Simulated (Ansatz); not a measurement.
Cl$_{2}$H$_{2}$Sn (`[Cl][SnH2][Cl]`), relaxed with RKS PBE-D4/def2-SVP in Ansatz from a rough embedded geometry. The force threshold is 0.03 eV/Å; the program also tests the step.

Total charge 0; spin multiplicity 1. Sn takes the def2 core potential.

Start:

```xyz
5

Cl    1.532    0.841   -1.442
Sn   -0.066    0.080    0.061
Cl   -0.084   -2.292    0.111
H    -1.668    0.670   -0.381
H     0.286    0.700    1.651
```

| step | energy (eV) | largest force (eV/Å) | largest move (Å) |
| --- | --- | --- | --- |
| 1 | -30892.8008 | 1.209 | 0.000 |
| 2 | -30892.8477 | 0.287 | 0.195 |
| 3 | -30892.8752 | 0.071 | 0.083 |
| 4 | -30892.8755 | 0.008 | 0.008 |

End:

```xyz
5

Cl    1.507    0.843   -1.436
Sn   -0.125    0.123    0.116
Cl   -0.093   -2.241    0.120
H    -1.661    0.622   -0.475
H     0.372    0.652    1.675
```

It took 4.6 s on 2 threads of a server CPU on a shared host, with 0.15 GiB of host memory at the peak.
